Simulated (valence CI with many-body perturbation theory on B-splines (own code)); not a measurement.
Results of a calculation; reference values are marked as such.
# Energy levels of Rh¹⁴⁺

Method: valence CI with perturbative core correlation (CI+MBPT): three valence electrons over a frozen Dirac-Fock core [Ar] 3d10, a basis of 11 s, 11 p, 10 d, 8 f, 5 g, 2 h functions for each j, with the one-electron correlation potential Σ1, the two-electron term Σ2, the three-electron term Σ3, Breit, model QED; selected CI, second order for the rest, scaled by the run's own slope (own B-spline code, finite nucleus).

No measured levels were compared; by estimate levels hold to about 250 cm⁻¹ or 0.2 % of their energy and the worst to 1 %, as in measured heavy ions of charge 2 to 7; those with d or f electrons hold less well.

Levels 1 to 45 of 189, with energies above the lowest level, 4s2 4p 2P°_1/2. "Leading %" is the weight of the configuration and term that name the level; weights of strongly mixed levels are sums over their largest components and can fall short, so below about 35 % the name and the second component can differ from the true leading terms, or belong to a minority configuration. In the jj column 3d3/2^4 stands for four electrons in 3d with j = 3/2.

```csv
No.,Configuration,Term,J,E (eV),Leading %,g,Leading jj
1,4s2 4p,2P°,1/2,0.00,98,0.665,4s^2 4p1/2 (98 %)
2,4s2 4p,2P°,3/2,5.65,98,1.333,4s^2 4p3/2 (98 %)
3,4s 4p2,4P,1/2,30.43,92,2.604,4s 4p1/2^2 (70 %)
4,4s 4p2,4P,3/2,33.41,98,1.721,4s 4p1/2 4p3/2 (95 %)
5,4s 4p2,4P,5/2,35.65,83,1.535,4s 4p1/2 4p3/2 (72 %)
6,4s 4p2,2D,3/2,41.00,88,0.838,4s 4p1/2 4p3/2 (78 %)
7,4s 4p2,2D,5/2,42.76,78,1.265,4s 4p3/2^2 (70 %)
8,4s 4p2,2P,1/2,45.40,59,1.243,4s 4p1/2 4p3/2 (58 %)
9,4s 4p2,2S,1/2,51.00,58,1.489,4s 4p3/2^2 (80 %)
10,4s 4p2,2P,3/2,51.93,92,1.307,4s 4p3/2^2 (75 %)
11,4s2 4d,2D,3/2,65.51,92,0.800,4s^2 4d3/2 (92 %)
12,4s2 4d,2D,5/2,66.43,93,1.200,4s^2 4d5/2 (93 %)
13,4p3,4S°,3/2,75.60,38,1.406,4p1/2^2 4p3/2 (87 %)
14,4p3,4S°,3/2,78.91,50,1.404,4p1/2 4p3/2^2 (91 %)
15,4p3,2D°,5/2,79.36,84,1.199,4p1/2 4p3/2^2 (84 %)
16,4p3,2P°,1/2,84.53,90,0.665,4p1/2 4p3/2^2 (90 %)
17,4p3,2P°,3/2,87.68,62,1.312,4p3/2^3 (81 %)
18,4s 4p 4d,4F°,3/2,89.65,93,0.434,4s 4p1/2 4d3/2 (88 %)
19,4s 4p 4d,4F°,5/2,90.78,92,1.041,4s 4p1/2 4d3/2 (51 %)
20,4s 4p 4d,4F°,7/2,92.61,91,1.247,4s 4p1/2 4d5/2 (59 %)
21,4s 4p 4d,4P°,5/2,94.87,59,1.473,4s 4p1/2 4d5/2 (88 %)
22,4s 4p 4d,4D°,3/2,95.54,53,1.381,4s 4p1/2 4d3/2 (49 %)
23,4s 4p 4d,4F°,9/2,95.62,100,1.333,4s 4p3/2 4d5/2 (100 %)
24,4s 4p 4d,4D°,1/2,95.90,83,0.350,4s 4p1/2 4d3/2 (75 %)
25,4s 4p 4d,2D°,5/2,98.81,36,1.162,4s 4p3/2 4d3/2 (40 %)
26,4s 4p 4d,2D°,3/2,98.94,58,0.938,4s 4p3/2 4d3/2 (58 %)
27,4s 4p 4d,4P°,1/2,99.15,87,2.332,4s 4p3/2 4d3/2 (96 %)
28,4s 4p 4d,4D°,7/2,99.40,90,1.408,4s 4p3/2 4d5/2 (60 %)
29,4s 4p 4d,4P°,3/2,99.53,54,1.409,4s 4p3/2 4d3/2 (56 %)
30,4s 4p 4d,4D°,5/2,99.72,43,1.317,4s 4p3/2 4d3/2 (38 %)
31,4s 4p 4d,2F°,5/2,101.55,50,1.064,4s 4p3/2 4d5/2 (58 %)
32,4s 4p 4d,2F°,7/2,105.15,98,1.143,4s 4p3/2 4d5/2 (70 %)
33,4s 4p 4d,2P°,3/2,106.44,64,1.198,4s 4p1/2 4d3/2 (32 %)
34,4s 4p 4d,2F°,7/2,107.86,83,1.153,4s 4p3/2 4d5/2 (47 %)
35,4s 4p 4d,2F°,5/2,108.19,82,0.871,4s 4p3/2 4d3/2 (66 %)
36,4s 4p 4d,2P°,1/2,109.54,92,0.658,4s 4p3/2 4d5/2 (82 %)
37,4s 4p 4d,2P°,1/2,110.93,92,0.657,4s 4p3/2 4d3/2 (78 %)
38,4s 4p 4d,2D°,3/2,111.95,48,1.057,4s 4p3/2 4d5/2 (55 %)
39,4s 4p 4d,2P°,3/2,112.06,67,1.189,4s 4p3/2 4d5/2 (46 %)
40,4s 4p 4d,2D°,5/2,112.54,86,1.183,4s 4p3/2 4d5/2 (71 %)
41,4s2 4f,2F°,7/2,126.33,86,1.143,4s^2 4f7/2 (86 %)
42,4s2 4f,2F°,5/2,126.39,85,0.856,4s^2 4f5/2 (85 %)
43,4p2 4d,4F,3/2,129.33,70,0.586,4p1/2^2 4d3/2 (78 %)
44,4p2 4d,4F,5/2,130.85,45,1.095,4p1/2^2 4d5/2 (61 %)
45,4p2 4d,2F,5/2,131.82,61,0.915,4p1/2 4p3/2 4d3/2 (84 %)
```

Names give the largest LS component (configuration and term), which can be under half, so a name can repeat, a term be missing and a line seem to break the LS rules; names also repeat where a configuration has a term twice.

Where two levels of one J and parity lie close, their mixing, g and order are uncertain.

The ionisation energy to 4s2 1S_0 of the next ion comes out as 332.38 eV (NIST: 331.58 ± 0.14 eV (semi-empirical)). All 189 levels together are meant to be complete up to 201.32 eV.
